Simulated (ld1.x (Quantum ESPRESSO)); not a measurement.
## Which change was made? (Br, RRKJ)

bromine, norm-conserving RRKJ (Kleinman–Bylander form), made with ld1.x (Quantum ESPRESSO) 7.5 (PBE, scalar-relativistic). Core [Ar], reference 3d10 4s2 4p5. Waves: 4s (bound): rc 1.30 bohr; 3d (bound): rc 1.10 bohr; 4p (bound): rc 1.70 bohr. Local part: the p channel. Core correction: a·sin(br)/r model core inside 1.15 bohr. rho0 = 0.005.

Cutoffs, loose and tight: the cutoffs (Ry, on a coarse ladder) from which the occupation-weighted sum of valence levels, in a spherical-Bessel basis at the reference potential, stays within 10 and 1 mRy of its value at 400 Ry. They do not see the model core or the augmentation charge, which bear on the density cutoff. Test errors are all-electron minus pseudo excitation energies from the reference, over the configurations 3d10 4s2 4p4; 3d10 4s2 4p3; 3d10 4s2 4p2; 3d10 4s1 4p5; 3d10 4s2 4p1; 3d10 4s2 4p5.3; 3d9 4s2 4p5; variants that change the core or the reference have their own tests. The largest error is taken over the tests solved by every variant that gives reliable tests at all, those not shown here included: 3d10 4s1 4p5; 3d10 4s2 4p1; 3d10 4s2 4p2; 3d10 4s2 4p3; 3d10 4s2 4p4; 3d9 4s2 4p5.

The base gives: outcome: generated; cutoff, loose: 200 Ry; cutoff, tight: 300 Ry; bound ghosts: s; largest test error (meV): -374.

(1) After one change the result is: outcome: generated; cutoff, loose: 200 Ry; cutoff, tight: 300 Ry; bound ghosts: none; largest test error (meV): +205. Which change was it?
A. wave 4s (bound): rc 1.30 bohr becomes 4s (bound): rc 1.20 bohr
B. local potential all-electron potential smoothed inside 1.00 bohr (lloc = -2)
C. wave 3d (bound): rc 1.10 bohr becomes 3d (bound): rc 0.76 bohr

## Answers

(1) B. The others give: wave 3d (bound): rc 1.10 bohr becomes 3d (bound): rc 0.76 bohr → outcome: generated; cutoff, loose: over 300 Ry; cutoff, tight: over 300 Ry; bound ghosts: s; largest test error (meV): -1318 | wave 4s (bound): rc 1.30 bohr becomes 4s (bound): rc 1.20 bohr → outcome: generated; cutoff, loose: 200 Ry; cutoff, tight: 300 Ry; bound ghosts: none; largest test error (meV): -341.
